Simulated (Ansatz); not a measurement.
Born–Oppenheimer molecular dynamics of Cl2H2OZn (6 atoms, charge 0, multiplicity 1). It starts at the highest image of a converged band, a first-order saddle point between two minima.

Computed with RHF/def2-SVP in Ansatz 0.2.0.

| Item | Value |
| --- | --- |
| ensemble | NVE (velocity Verlet) |
| time step | 0.5 fs |
| steps asked | 200 |
| starting velocities drawn for | 300 K |
| seed | 7908 |

First frame:

```xyz
6
Properties=species:S:1:pos:R:3
Zn -0.506 -0.056 -0.299
Cl 0.082 0.055 2.250
Cl 0.785 0.083 -2.004
O -2.071 -0.239 0.671
H -2.980 -0.356 0.448
H -1.238 -0.117 1.866
```

Q: How far do the bonds stretch over the last three quarters of this one trajectory? (Pairs bonded in most of those frames.)

A: 
| bond | mean (Å) | spread (Å) | shortest | longest |
| --- | --- | --- | --- | --- |
| Zn1–Cl2 | 2.220 | 0.177 | 1.99 | 2.53 |
| Zn1–Cl3 | 2.154 | 0.046 | 2.05 | 2.22 |
| O4–H5 | 0.953 | 0.033 | 0.89 | 1.03 |
| O4–H6 | 0.982 | 0.085 | 0.84 | 1.13 |

Mean temperature of the second half: 1927 K. The conserved energy stayed within 2.2 meV per atom of its start (net change 0.4 meV per atom), so the integration is sound. The kinetic energy rose, since the run started high on the potential surface and went downhill. It ends in pieces (Cl2Zn + H2O), so much of that is their flight and rotation, not heat. A run of 0.1 ps of so small a system gives no equilibrium averages. The orbitals stay closed-shell, which can raise the energy where a bond breaks towards radicals; this wasn't checked here.

The run took 8.2 min on 1 thread of Intel(R) Xeon(R) Platinum 8259CL CPU @ 2.50GHz (Skylake/Cascade Lake) (shared host), peak memory 0.2 GiB.
